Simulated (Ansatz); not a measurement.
`BOC=C=[Se]`, relaxed with RKS PBE-D4/def2-SVP in Ansatz 0.2.0 from a rough embedded geometry. The force threshold is 0.03 eV/Å; the program also tests the step.

The species carries charge 0 and has multiplicity 1.

Start:

```xyz
8

B    -1.124   -0.998    0.003
O    -0.340   -0.209    1.011
C     0.879    0.518    0.801
C     1.384    0.550   -0.380
Se    0.708    1.740   -2.133
H    -0.659   -1.071   -1.157
H    -2.092   -1.569    0.244
H     1.244    1.039    1.611
```

Q: How much energy does the relaxation release, and in how many steps? (Estimate.)

A: The calculation gave: 328.14 kJ/mol, in 13 steps, 4 of them rejected.

Q: Which bonds change most? (An estimate is asked.)

A: Computed: C4–Se5 from 2.224 to 1.707 Å; B1–O2 from 1.501 to 1.364 Å; C3–H8 from 1.030 to 1.103 Å; B1–H7 from 1.149 to 1.214 Å.

Q: Give the relaxed structure. (An estimate is asked.)

A: Ansatz gave: 
```xyz
8

B    -1.092   -1.046    0.059
O    -0.380   -0.304    0.954
C     0.673    0.538    0.655
C     0.972    1.028   -0.547
Se    1.360    1.693   -2.070
H    -0.798   -1.050   -1.123
H    -2.011   -1.680    0.536
H     1.277    0.821    1.534
```
